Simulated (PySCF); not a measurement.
Excitations are Tamm–Dancoff values on a coarser integration grid. The basis has no diffuse functions, so Rydberg states are missing or too high.

**C$_{3}$H$_{4}$S$_{3}$, SMILES `C#C[C@@H](S)SS` (charge 0, multiplicity 1)**

All values below come from PBE-D3(BJ)/def2-TZVP (PySCF 2.14.0).

- HOMO: -6.00 eV
- dipole moment: 1.12 D
- LUMO: -1.71 eV
- HOMO–LUMO gap: 4.29 eV
- S1 excitation (TDA): 4.50 eV
- S1 oscillator strength: 0.012
- T1 excitation (TDA): 3.96 eV
- S1–T1 gap (TDA): 0.53 eV
- total energy: -1310.6585 Ha
- cost: roughly 4 core-minutes

```xyz
10

C     -1.4510     1.3885    -0.8181
C     -0.8822     0.5565    -0.1451
C     -0.1810    -0.4360     0.6245
S     -1.1226    -1.9862     0.8839
S      1.4097    -1.0009    -0.1643
S      2.4475     0.7272    -0.5697
H     -1.9582     2.1246    -1.4073
H      0.0481    -0.0727     1.6371
H     -1.4296    -2.1528    -0.4247
H      3.1193     0.8518     0.6078
```
Charge 0, spin multiplicity 1.
